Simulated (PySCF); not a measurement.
Species: C4H8BF2NO.
SMILES: `CC(=O)NCCB(F)F`

Torsions of this conformer, `[CH3:1][C:2](=[O:3])[NH:4][CH2:5][CH2:6][B:7]([F:8])[F:9]`: C1–C2–N4–C5 -176°, C2–N4–C5–C6 91°, N4–C5–C6–B7 -179°, C5–C6–B7–F8 2°.

The closed-shell ground state was solved at several levels (PySCF, density fitting, gas phase, non-relativistic). One conformer (not necessarily the lowest) at the PBE0-D3(BJ)/def2-SVP geometry, without solvent, vibrations or thermal averaging.

```csv
level,basis functions,HOMO (eV),LUMO (eV),gap (eV),dipole (D)
PBE0/pcSseg-1,193,-7.36,0.26,7.62,4.34
B3LYP/pcJ-1,323,-7.08,-0.02,7.06,4.33
KT2/pcSseg-1,193,-5.92,-0.82,5.10,4.10
```

Task: What might wB97X-D/def2-SVPD (253 basis functions) give for the same quantities?

Result: HOMO -9.39 eV, LUMO 1.74 eV, gap 11.13 eV, dipole 4.44 D.

Task: Over all these levels, which gives the widest orbital gap and which the narrowest?

Result: wB97X-D/def2-SVPD (range-separated hybrid) has the widest, 11.13 eV, and KT2/pcSseg-1 (GGA) the narrowest, 5.10 eV. Functional and basis both differ between the two, so the spread mixes both effects.

Task: How far do the dipole and the HOMO energy spread over the levels?

Result: The dipole runs from 4.10 to 4.44 D (mean 4.30 D) and the HOMO from -9.39 to -5.92 eV.
